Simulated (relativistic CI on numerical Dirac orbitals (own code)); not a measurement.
Electric-dipole transitions in Mo33+

Calculated at this level of theory: Dirac-Coulomb-Breit CI, separate exchange-only KLI orbitals for each configuration, a model potential for QED, unscaled Slater integrals (own radial code, finite nucleus).

Configuration list (outside the closed core 1s2): 2s2 2p5, 2s 2p6, 2p6 3s, 2p6 3p, 2p6 3d, 2s2 2p4 3s, 2s2 2p4 3p, 2s2 2p4 3d, 2s 2p5 3s, 2s 2p5 3p, 2s 2p5 3d, 2s2 2p4 4s, 2s2 2p4 4p, 2s2 2p4 4d, 2s2 2p4 4f, 2s 2p5 4s, 2s 2p5 4p, 2s 2p5 4d, 2s 2p5 4f, 2s2 2p3 3s2, 2s2 2p4 5s, 2s2 2p3 3s 3p, 2s2 2p4 5p, 2s2 2p4 5d, 2s2 2p4 5f, 2s2 2p4 5g, 2s2 2p3 3p2, 2s2 2p3 3s 3d, 2s2 2p3 3p 3d, 2s 2p4 3s2, 2s2 2p3 3d2, 2s 2p4 3s 3p, 2s 2p5 5s, 2s 2p4 3p2, 2s 2p4 3s 3d, 2s 2p5 5p. Levels of other configurations are missing.

```tsv
λ vac (Å)	Lower	Upper	A (s⁻¹)	log gf	S velocity/length
4.4883	2s2 2p5 2P°_1/2 [2]	2s2 2p4 3d 2D_3/2 [72]	1.31e+14	0.20	1.00
4.4970	2s2 2p5 2P°_3/2 [1]	2s2 2p4 3d 2F_5/2 [53]	1.27e+14	0.36	1.00
4.4985	2s2 2p5 2P°_3/2 [1]	2s2 2p4 3d 2P_3/2 [52]	1.47e+14	0.25	0.99
4.5148	2s 2p6 2S_1/2 [3]	2s 2p5 3d 2P°_1/2 [106]	2.06e+14	0.10	0.97
4.6518	2s2 2p5 2P°_1/2 [2]	2s2 2p4 3d 2P_1/2 [59]	2.41e+14	0.19	0.99
4.6550	2s2 2p5 2P°_3/2 [1]	2s2 2p4 3d 2D_5/2 [36]	8.49e+13	0.22	1.00
4.6589	2s2 2p5 2P°_1/2 [2]	2s2 2p4 3d 2D_3/2 [58]	1.87e+14	0.39	1.00
4.6670	2s2 2p5 2P°_3/2 [1]	2s2 2p4 3d 2D_3/2 [32]	7.20e+13	-0.03	0.99
4.6793	2s2 2p5 2P°_3/2 [1]	2s2 2p4 3d 2D_5/2 [30]	9.38e+13	0.27	1.00
4.6837	2s 2p6 2S_1/2 [3]	2s 2p5 3d 2P°_3/2 [96]	1.52e+14	0.30	0.97
4.7258	2s 2p6 2S_1/2 [3]	2s 2p5 3d 2P°_1/2 [88]	1.75e+14	0.07	0.97
14.220	2s2 2p4 3p 4D°_7/2 [11]	2s2 2p4 4d 4F_9/2 [130]	9.50e+12	0.46	1.00
15.200	2s2 2p4 3d 4D_5/2 [20]	2s2 2p4 4f 4F°_7/2 [134]	1.26e+13	0.54	0.99
15.222	2s2 2p4 3d 2G_7/2 [48]	2s2 2p4 4f 2H°_9/2 [185]	1.81e+13	0.80	1.00
15.248	2s2 2p4 3d 4F_7/2 [23]	2s2 2p4 4f 2G°_9/2 [136]	1.32e+13	0.66	0.99
15.291	2s2 2p4 3d 4F_7/2 [44]	2s2 2p4 4f 4G°_9/2 [179]	1.91e+13	0.83	0.99
15.309	2s2 2p4 3d 2G_9/2 [49]	2s2 2p4 4f 2H°_11/2 [187]	1.93e+13	0.91	1.00
15.316	2s2 2p4 3d 2F_7/2 [24]	2s2 2p4 4f 2G°_9/2 [139]	1.42e+13	0.70	0.99
15.324	2s2 2p4 3d 4F_9/2 [26]	2s2 2p4 4f 4G°_11/2 [140]	1.94e+13	0.91	0.99
15.388	2s2 2p4 3d 2D_5/2 [36]	2s2 2p4 4f 2F°_7/2 [149]	1.75e+13	0.70	0.98
```

Terms are leading LS components. Brackets give the number of a level in order of energy, since labels repeat. The list gives strong lines, with weight on those to low levels, among the lowest 400 of 1235 levels, so that lines to higher ones, which can be the strongest, are missing. Levels whose partners in the same complex of configurations lie outside the list can be far off, and so can their lines. Rates are taken at the computed energies, electric ones in the length gauge. A velocity-to-length ratio far from 1 marks an uncertain rate.

At this charge energies of transitions that change n are usually good to better than 1 %, and those within a shell (Δn = 0) to a few per cent.

LS names give the leading component of a level, which can be under half, so a name can repeat, a term be missing and a line seem to break the LS rules.
